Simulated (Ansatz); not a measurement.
Reaction (formal exchange of groups at the Si–S bond): `F[SiH2]S[SiH3]` + `C1=NCC1` → `F[SiH2]C1C=NC1` + `[SiH3]S`

Gas-phase electronic energies from Ansatz, PBE0-D4/def2-TZVP geometries. CCSD(T)/CBS adds triple-zeta CCSD(T) − MP2 to the extrapolated MP2 energy (def2 sets, frozen cores). This one scheme is used for every species. Functionals use def2-TZVPP. B3LYP here is the variant with VWN-RPA as its local correlation; programs differ in this. Each species was taken in one conformer, which may not be the lowest.

`F[SiH2]S[SiH3]`:

Z-matrix (Å, degrees):
```
Si
S 1 2.114
F 1 1.598 2 111.3
H 1 1.479 2 111.3 3 118.6
H 1 1.479 2 106.5 3 -118.1
Si 2 2.147 1 98.9 3 -64.8
H 6 1.482 2 110.8 1 88.6
H 6 1.485 2 109.5 1 -32.4
H 6 1.482 2 106.6 1 -152.0
```

`C1=NCC1`:

```xyz
9

C    -0.384    0.132   -1.074
N    -0.050    1.256   -0.563
C     0.336    0.580    0.702
C    -0.071   -0.774    0.074
H    -0.780   -0.028   -2.077
H     1.396    0.701    0.935
H    -0.260    0.912    1.554
H     0.734   -1.495   -0.085
H    -0.921   -1.284    0.533
```

`F[SiH2]C1C=NC1`:

Cartesian coordinates in Å:
```
F 0.783 -2.530 -0.876
Si 0.380 -1.530 0.309
C -0.437 -0.010 -0.394
C 0.442 0.996 -1.067
N 0.382 1.955 -0.220
C -0.553 1.173 0.617
H 1.618 -1.145 1.029
H -0.553 -2.248 1.213
H -1.356 -0.273 -0.926
H 1.016 0.983 -1.993
H -1.545 1.624 0.676
H -0.177 1.005 1.631
```

`[SiH3]S`:

Z-matrix (Å, degrees):
```
Si
S 1 2.137
H 1 1.485 2 111.6
H 1 1.485 2 111.6 3 -122.0
H 1 1.482 2 104.8 3 119.0
H 2 1.344 1 94.7 3 60.9
```

```json
{"level": "PBE-D4", "ΔE (kJ/mol)": "68.3", "difference from CCSD(T)/CBS": "0.7"}
{"level": "r2SCAN-D4", "ΔE (kJ/mol)": "69.2", "difference from CCSD(T)/CBS": "1.6"}
{"level": "PBE0-D4", "ΔE (kJ/mol)": "69.5", "difference from CCSD(T)/CBS": "1.9"}
{"level": "B3LYP-D4", "ΔE (kJ/mol)": "67.2", "difference from CCSD(T)/CBS": "-0.4"}
{"level": "ωB97X-V", "ΔE (kJ/mol)": "67.0", "difference from CCSD(T)/CBS": "-0.6"}
{"level": "ωB97M-V", "ΔE (kJ/mol)": "67.1", "difference from CCSD(T)/CBS": "-0.5"}
{"level": "B2PLYP", "ΔE (kJ/mol)": "67.1", "difference from CCSD(T)/CBS": "-0.5"}
{"level": "PBE", "ΔE (kJ/mol)": "68.2", "difference from CCSD(T)/CBS": "0.6"}
{"level": "r2SCAN", "ΔE (kJ/mol)": "69.5", "difference from CCSD(T)/CBS": "1.9"}
{"level": "PBE0", "ΔE (kJ/mol)": "69.5", "difference from CCSD(T)/CBS": "1.9"}
{"level": "B3LYP", "ΔE (kJ/mol)": "66.8", "difference from CCSD(T)/CBS": "-0.8"}
{"level": "HF/def2-TZVPP", "ΔE (kJ/mol)": "69.8", "difference from CCSD(T)/CBS": "2.2"}
{"level": "MP2/def2-TZVPP", "ΔE (kJ/mol)": "66.8", "difference from CCSD(T)/CBS": "-0.8"}
{"level": "SCS-MP2/def2-TZVPP", "ΔE (kJ/mol)": "65.9", "difference from CCSD(T)/CBS": "-1.7"}
{"level": "CCSD/def2-TZVPP", "ΔE (kJ/mol)": "64.5", "difference from CCSD(T)/CBS": "-3.1"}
{"level": "CCSD(T)/def2-TZVPP", "ΔE (kJ/mol)": "64.5", "difference from CCSD(T)/CBS": "-3.1"}
{"level": "HF/def2-QZVPP", "ΔE (kJ/mol)": "69.7", "difference from CCSD(T)/CBS": "2.1"}
{"level": "MP2/def2-QZVPP", "ΔE (kJ/mol)": "68.6", "difference from CCSD(T)/CBS": "1.0"}
{"level": "SCS-MP2/def2-QZVPP", "ΔE (kJ/mol)": "67.6", "difference from CCSD(T)/CBS": "0.0"}
{"level": "HF/CBS(def2)", "ΔE (kJ/mol)": "69.7", "difference from CCSD(T)/CBS": "2.1"}
{"level": "MP2/CBS(def2)", "ΔE (kJ/mol)": "69.9", "difference from CCSD(T)/CBS": "2.3"}
{"level": "CCSD/CBS(def2)", "ΔE (kJ/mol)": "67.6", "difference from CCSD(T)/CBS": "0.0"}
{"level": "CCSD(T)/CBS", "ΔE (kJ/mol)": "67.6", "difference from CCSD(T)/CBS": "0"}
```

Largest T1 diagnostic among the species: 0.012.
